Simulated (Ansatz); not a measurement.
Reaction (substitution at a C–Sn bond): `[CH3][SnH]([OH])[SH]` + `FB(S)Cl` → `CSB(F)Cl` + `[OH][SnH2][SH]`

Isolated molecules relaxed with PBE0-D4/def2-TZVP in Ansatz; ΔE leaves out vibrations. CBS: MP2 limit from def2 TZ/QZ plus the TZ coupled-cluster correction, frozen cores. Functionals use def2-TZVPP. def2 core potentials past Kr. For Sn outer-core shells are correlated without core-valence functions, which leaves a few kJ/mol of doubt a bond. Each species was taken in one conformer, which may not be the lowest.

`[CH3][SnH]([OH])[SH]`:

```xyz
10

C     0.433    0.778   -1.314
Sn    0.149   -0.680    0.199
O    -1.804   -0.922    0.215
S     0.824    0.081    2.379
H     1.487    1.045   -1.386
H     0.089    0.379   -2.268
H    -0.152    1.662   -1.063
H     0.919   -2.192   -0.005
H    -2.117   -1.398    0.987
H     0.171    1.249    2.257
```

`FB(S)Cl`:

```xyz
5

F    -0.521    1.363   -0.110
B    -0.219    0.113   -0.400
S     0.664   -0.941    0.753
Cl   -0.696   -0.532   -1.954
H     0.772   -0.003    1.711
```

`CSB(F)Cl`:

Cartesian coordinates in Å:
```
C 0.666 0.343 -1.054
S 0.819 0.348 0.751
B -0.732 -0.380 1.242
F -1.637 -0.763 0.358
Cl -1.078 -0.599 2.946
H 1.586 0.775 -1.445
H 0.557 -0.673 -1.428
H -0.181 0.949 -1.370
```

`[OH][SnH2][SH]`:

Z-matrix (Å, degrees):
```
Sn
S 1 2.398
O 1 1.964 2 108.5
H 1 1.698 2 112.7 3 113.4
H 1 1.704 2 105.9 3 -118.3
H 2 1.344 1 93.3 3 -67.0
H 3 0.960 1 112.7 2 -46.3
```

| level | ΔE (eV) |
| --- | --- |
| PBE-D4 | 0.40 |
| LC-ωPBE | 0.41 |

Task: What does CCSD(T)/CBS give? (An estimate is asked.)

Result: Ansatz gave: +0.49 eV. The listed levels differ from it by -0.09, -0.08 eV.

Largest T1 diagnostic among the species: 0.013.

In def2-TZVPP, CCSD(T) changes the Hartree–Fock value by +0.09 eV (the triples alone add +0.00 eV) and MP2 by +0.12 eV. At CCSD(T), def2-SVP lies −0.06 eV from the extrapolated value and def2-TZVPP −0.01 eV. Leaving LDA and LC-ωPBE aside and taking each functional with its dispersion term where it has one, the values, not all of them listed here, spread over 0.09 eV, from B97M-V to B2PLYP.
